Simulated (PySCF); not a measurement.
PySCF 2.14 output of an unrestricted BP86 calculation on a single atom or ion in jorge-DZP-DKH, with the spin-free X2C one-electron Hamiltonian (Gaussian nucleus):

```
SCF conv_tol = 1e-09
number electrons alpha = 11  beta = 10
    A. D. Becke.,  Phys. Rev. A 38, 3098 (1988)
    J. P. Perdew.,  Phys. Rev. B 33, 8822 (1986)
cycle= 1 E= -764.266439503934  delta_E= -0.0136  |g|= 0.0248  |ddm|= 0.662
cycle= 2 E= -764.267102080486  delta_E= -0.000663  |g|= 0.0204  |ddm|= 0.157
cycle= 3 E= -764.267529387536  delta_E= -0.000427  |g|= 0.00711  |ddm|= 0.0857
cycle= 4 E= -764.26781531982  delta_E= -0.000286  |g|= 0.00689  |ddm|= 0.0809
cycle= 5 E= -764.267941097256  delta_E= -0.000126  |g|= 0.000653  |ddm|= 0.0793
cycle= 6 E= -764.267941751067  delta_E= -6.54e-07  |g|= 7.33e-05  |ddm|= 0.00553
cycle= 7 E= -764.267941746469  delta_E= 4.6e-09  |g|= 4.71e-05  |ddm|= 0.000872
cycle= 8 E= -764.267941756527  delta_E= -1.01e-08  |g|= 1.18e-05  |ddm|= 0.000909
cycle= 9 E= -764.267941757378  delta_E= -8.51e-10  |g|= 1.71e-06  |ddm|= 0.000222
converged SCF energy = -764.267941757378  <S^2> = 0.95766346  2S+1 = 2.1978749
```

The run itself started from symmetry-adapted Hartree-Fock orbitals and held the occupation by maximum overlap, on a logarithmic radial grid, so the iterations belong to that start.

**Question.** Which element, charge and spin multiplicity is this?

**Answer.** Sc (scandium, neutral), multiplicity 2; the state was [Ar] 3d1 4s2, 2D determinant.

⟨S²⟩ = 0.96 against 0.75 shows spin contamination.
